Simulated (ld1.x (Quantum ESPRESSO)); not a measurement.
Reading a pseudo-wave (H (Z = 1))

Columns: radius, all-electron u(r) and pseudo u(r) of the 1s shell (level -12.68 eV) of hydrogen in the configuration 1s0.5; PBE, scalar-relativistic, RRKJ scheme, ld1.x (Quantum ESPRESSO) 7.5.

```json
{"r (bohr)": "0.050", "all-electron": "0.1027", "pseudo": "0.0861"}
{"r (bohr)": "0.100", "all-electron": "0.1950", "pseudo": "0.1707"}
{"r (bohr)": "0.150", "all-electron": "0.2778", "pseudo": "0.2523"}
{"r (bohr)": "0.200", "all-electron": "0.3517", "pseudo": "0.3296"}
{"r (bohr)": "0.250", "all-electron": "0.4173", "pseudo": "0.4013"}
{"r (bohr)": "0.300", "all-electron": "0.4753", "pseudo": "0.4664"}
{"r (bohr)": "0.350", "all-electron": "0.5262", "pseudo": "0.5241"}
{"r (bohr)": "0.400", "all-electron": "0.5706", "pseudo": "0.5739"}
{"r (bohr)": "0.450", "all-electron": "0.6090", "pseudo": "0.6160"}
{"r (bohr)": "0.500", "all-electron": "0.6420", "pseudo": "0.6507"}
{"r (bohr)": "0.550", "all-electron": "0.6699", "pseudo": "0.6787"}
{"r (bohr)": "0.600", "all-electron": "0.6932", "pseudo": "0.7007"}
{"r (bohr)": "0.650", "all-electron": "0.7123", "pseudo": "0.7180"}
{"r (bohr)": "0.700", "all-electron": "0.7275", "pseudo": "0.7312"}
{"r (bohr)": "0.750", "all-electron": "0.7392", "pseudo": "0.7413"}
{"r (bohr)": "0.800", "all-electron": "0.7478", "pseudo": "0.7487"}
{"r (bohr)": "0.850", "all-electron": "0.7534", "pseudo": "0.7537"}
{"r (bohr)": "0.900", "all-electron": "0.7565", "pseudo": "0.7565"}
{"r (bohr)": "0.950", "all-electron": "0.7572", "pseudo": "0.7572"}
{"r (bohr)": "1.000", "all-electron": "0.7557", "pseudo": "0.7557"}
{"r (bohr)": "1.050", "all-electron": "0.7524", "pseudo": "0.7524"}
{"r (bohr)": "1.100", "all-electron": "0.7474", "pseudo": "0.7474"}
{"r (bohr)": "1.150", "all-electron": "0.7409", "pseudo": "0.7409"}
{"r (bohr)": "1.200", "all-electron": "0.7330", "pseudo": "0.7330"}
{"r (bohr)": "1.250", "all-electron": "0.7240", "pseudo": "0.7240"}
{"r (bohr)": "1.300", "all-electron": "0.7139", "pseudo": "0.7139"}
```

How many radial nodes do the two functions have?

The all-electron 1s function has n − l − 1 = 0; the pseudo-wave has 0.

At about which radius was the pseudo-wave matched?

1.00 bohr. The columns agree to 0.0005 from 0.85 bohr on; several derivatives are matched, so the curves merge somewhat inside the radius.

Is the pseudo-wave norm-conserving?

Yes: the RRKJ scheme keeps the norm inside the radius equal to the all-electron one, which fixes the energy derivative of the logarithmic derivative at the level.
